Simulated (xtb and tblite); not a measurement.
Relaxed torsion scan: C10H9NSe, SMILES c1cncc(Cc2ccc[se]2)c1. Scanned: dihedral C4–C5–C6–C7 and dihedral C5–C6–C7–Se11; all other coordinates were relaxed at GFN2-xTB. Points at φ and −φ are mirror images.

Atom numbering (GFN2-xTB optimised geometry, Å):
```
21

C     -2.7027     1.0044     0.6557
C     -2.9685     1.4840    -0.6187
N     -2.3546     1.0387    -1.7004
C     -1.4445     0.0925    -1.5591
C     -1.0960    -0.4669    -0.3351
C     -0.0171    -1.5102    -0.2190
C      1.2520    -0.8588     0.2407
C      2.2675    -0.4082    -0.5409
C      3.3300     0.2224     0.1534
C      3.1715     0.2868     1.4969
Se     1.5771    -0.4823     2.0509
C     -1.7476     0.0131     0.7951
H     -3.2274     1.3961     1.5135
H     -3.7047     2.2594    -0.7847
H     -0.9701    -0.2390    -2.4746
H     -0.3244    -2.2753     0.4992
H      0.1509    -1.9827    -1.1888
H      2.2693    -0.5257    -1.6119
H      4.1948     0.6175    -0.3526
H      3.8482     0.7227     2.2090
H     -1.5036    -0.3885     1.7714
```

Level of theory: GFN2-xTB run with xtb and tblite.

Energy in kcal/mol above the lowest grid point; x is the dihedral C4–C5–C6–C7 (°), y the dihedral C5–C6–C7–Se11 (°).

| y \ x | -150 | -120 | -90 | -60 | -30 | 0 | 30 | 60 | 90 | 120 | 150 | 180 |
|---|---|---|---|---|---|---|---|---|---|---|---|---|
| 180 | 4.1 | 1.5 | 1.0 | 1.5 | 4.8 | 8.2 | 4.8 | 1.5 | 1.0 | 1.5 | 4.1 | 8.2 |
| 150 | 6.2 | 2.6 | 1.0 | 0.9 | 2.0 | 4.6 | 6.3 | 2.7 | 0.8 | 0.7 | 1.6 | 4.3 |
| 120 | 2.8 | 2.3 | 0.7 | 0.5 | 1.1 | 2.0 | 2.9 | 2.3 | 0.5 | 0.3 | 0.8 | 1.8 |
| 90 | 1.0 | 0.7 | 0.2 | 0.4 | 1.2 | 1.2 | 1.2 | 0.8 | 0.0 | 0.1 | 0.9 | 1.0 |
| 60 | 0.7 | 0.4 | 0.1 | 1.1 | 2.9 | 2.3 | 0.9 | 0.4 | 0.0 | 0.7 | 2.5 | 1.9 |
| 30 | 1.7 | 0.5 | 0.3 | 1.5 | 4.4 | 4.8 | 2.2 | 0.6 | 0.3 | 1.1 | 3.7 | 4.4 |
| 0 | 3.5 | 0.9 | 0.5 | 1.1 | 4.2 | 6.0 | 4.2 | 1.1 | 0.5 | 0.9 | 3.5 | 5.5 |
| -30 | 3.7 | 1.1 | 0.3 | 0.6 | 2.2 | 4.8 | 4.4 | 1.5 | 0.3 | 0.5 | 1.7 | 4.4 |
| -60 | 2.5 | 0.7 | 0.0 | 0.4 | 0.9 | 2.3 | 2.9 | 1.1 | 0.1 | 0.4 | 0.7 | 1.9 |
| -90 | 0.9 | 0.1 | 0.0 | 0.8 | 1.2 | 1.2 | 1.2 | 0.4 | 0.2 | 0.7 | 1.0 | 1.0 |
| -120 | 0.8 | 0.3 | 0.5 | 2.3 | 2.9 | 2.0 | 1.1 | 0.5 | 0.7 | 2.3 | 2.8 | 1.8 |
| -150 | 1.6 | 0.7 | 0.8 | 2.7 | 6.3 | 4.6 | 2.0 | 0.9 | 1.0 | 2.6 | 6.2 | 4.3 |

Points that lie below all their neighbours on the grid: x = -90, y = -90 (0.0 kcal/mol); x = 90, y = 90 (0.0 kcal/mol); x = -90, y = 60 (0.1 kcal/mol); x = 90, y = -60 (0.1 kcal/mol). The lowest path on the grid from the first to the second passes x = 180, y = -90 at 1.0 kcal/mol.
